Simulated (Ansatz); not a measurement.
Calculated with Ansatz (gas phase, PBE0-D4/def2-TZVP geometries, no zero-point term in ΔE). CBS: MP2 limit from def2 TZ/QZ plus the TZ coupled-cluster correction, frozen cores. Functionals use def2-TZVPP. B3LYP here is the variant with VWN-RPA as its local correlation; programs differ in this. For Zn outer-core shells are correlated without core-valence functions, which leaves a few kJ/mol of doubt a bond. Scalar relativity is left out up to krypton. One conformer a species, not always the lowest.

Consider the ligand exchange at the Si–C bond: `[SiH3]C[O][ZnH]` + `CNCS` → `CNCS[SiH3]` + `C[O][ZnH]`.

| level | ΔE (kJ/mol) | difference from CCSD(T)/CBS |
| --- | --- | --- |
| PBE-D4 | -81.9 | -2.1 |
| r2SCAN-D4 | -84.7 | -4.9 |
| B3LYP-D4 | -82.3 | -2.5 |
| ωB97X-V | -78.3 | 1.5 |
| B2PLYP | -82.5 | -2.7 |
| PBE | -81.3 | -1.5 |
| r2SCAN | -84.4 | -4.6 |
| PBE0 | -81.9 | -2.1 |
| B3LYP | -81.3 | -1.5 |
| HF/def2-TZVPP | -84.2 | -4.4 |
| SCS-MP2/def2-TZVPP | -82.8 | -3.0 |
| CCSD/def2-TZVPP | -77.8 | 2.0 |
| HF/def2-QZVPP | -83.7 | -3.9 |
| HF/CBS(def2) | -83.6 | -3.8 |
| MP2/CBS(def2) | -87.0 | -7.2 |
| CCSD/CBS(def2) | -79.3 | 0.5 |
| CCSD(T)/CBS | -79.8 | 0 |

Largest T1 diagnostic among the species: 0.017.
